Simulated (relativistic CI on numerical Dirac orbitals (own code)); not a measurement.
W3+: L2,3 absorption edge

Computed with this model: Dirac-Coulomb-Breit CI, orbitals from a KLI potential per configuration, model QED, multiplet model of core-to-valence dipole absorption, unscaled Slater integrals; configurations [Xe] 4f14 5d3 → [He] 2s2 2p5 3s2 3p6 3d10 4s2 4p6 4d10 4f14 5s2 5p6 5d4; 10 K; Lorentzian 3 eV and Gaussian 1 eV FWHM. Energies are those of the free ion, without screening or charge transfer. The branching ratio is the share of the lower-energy edge in the whole absorption, uncertain by about 0.02 where the edges overlap. S is read from ⟨S²⟩ = S(S + 1).

Field parameters in Wybourne normalisation: D4h B²₀ = −7Ds, B⁴₀ = 21(Dq − Dt), B⁴₄ = 21√(5/14) Dq; Td as Oh with Dq negative (B⁴₀ = 21Dq, B⁴₄ = √(5/14) B⁴₀). The field is a parameter set, without covalency.

free ion: ground-state S = 1.45, centroid 10423.24 eV, branching ratio 0.837. Peaks (eV, height): 10205.0 (100), 11542.0 (14), 11544.0 (15).

D4h, 10Dq = 22800, Ds = 1360, Dt = 1080 cm⁻¹: ground-state S = 1.48, centroid 10529.47 eV, branching ratio 0.758. Peaks (eV, height): 10205.5 (100), 11543.0 (32).

D4h, 10Dq = 43850, Ds = -250, Dt = 860 cm⁻¹: ground-state S = 1.48, centroid 10562.39 eV, branching ratio 0.734. Peaks (eV, height): 10206.5 (100), 11542.5 (36).

Td, 10Dq = -17800 cm⁻¹: ground-state S = 1.00, centroid 10469.41 eV, branching ratio 0.803. Peaks (eV, height): 10205.0 (100), 11542.5 (22).

The statistical ratio of this edge is 2/3 = 0.667. Values above it arise where the holes sit mainly in the j = l + 1/2 valence subshell or the ground state has high spin; values below it where core-valence Coulomb terms move weight to the upper edge, as in nearly empty shells. At deep edges of heavy elements the radial integrals of the two core levels differ, which raises the baseline.

Strongest unbroadened transitions for Td, 10Dq = -17800 cm⁻¹:

| Energy (eV) | Relative strength |
| --- | --- |
| 10202.95 | 42.1 |
| 10204.38 | 33.5 |
| 10204.67 | 71.9 |
| 10204.69 | 35.2 |
| 10204.82 | 64.1 |
| 10204.86 | 28.1 |
| 10204.88 | 41.8 |
| 10204.96 | 58.7 |
| 10205.13 | 33.7 |
| 10205.25 | 47.9 |
| 10205.42 | 38.3 |
| 10205.62 | 28.3 |
| 10205.70 | 59.1 |
| 10205.77 | 41.3 |
| 10206.15 | 30.8 |
| 10206.38 | 43.0 |
| 11541.54 | 100.0 |
| 11542.62 | 35.2 |
